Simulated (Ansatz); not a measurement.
Coupled-cluster diagnostics for diborane 1,2-di F (B₂H₄F₂), Ansatz.

Geometry of the singlet (PBE-D4/def2-TZVP):

```xyz
8

B    -0.426   -0.791   -0.065
B     0.410    0.800    0.056
F     0.195   -1.905    0.379
F     1.648    0.864    0.589
H    -1.527   -0.829   -0.541
H     0.324   -0.099   -0.940
H    -0.157    1.780   -0.343
H    -0.467    0.179    0.865
```

Correlated methods freeze 4 core orbitals. Another isomer (singlet) lies 0.39 eV lower at PBE0-D4/def2-TZVP; other spin states weren't run for this one.

(1) Estimate the CCSD(T) correlation energy, the shares of MP2 and (T), T1 and the reference's ⟨S²⟩ for: charge 0, singlet, own geometry in def2-TZVPP; and the rough time on 2 threads of Intel Xeon Platinum 8375C on a shared host.

## Answers

(1) 
| state | basis | correlation (eV) | MP2 share (%) | (T) share (%) | T1 | ⟨S²⟩ (pure) | wall time |
| --- | --- | --- | --- | --- | --- | --- | --- |
| charge 0, singlet, own geometry | def2-TZVPP | -21.437 | 93.9 | 3.0 | 0.013 | 0.00 (0.00) | 27 s |
Customary marks for T1 are 0.02 (closed shells), 0.045 (open shells) and about 0.05 (3d metals). T1 stays under 0.02 throughout.
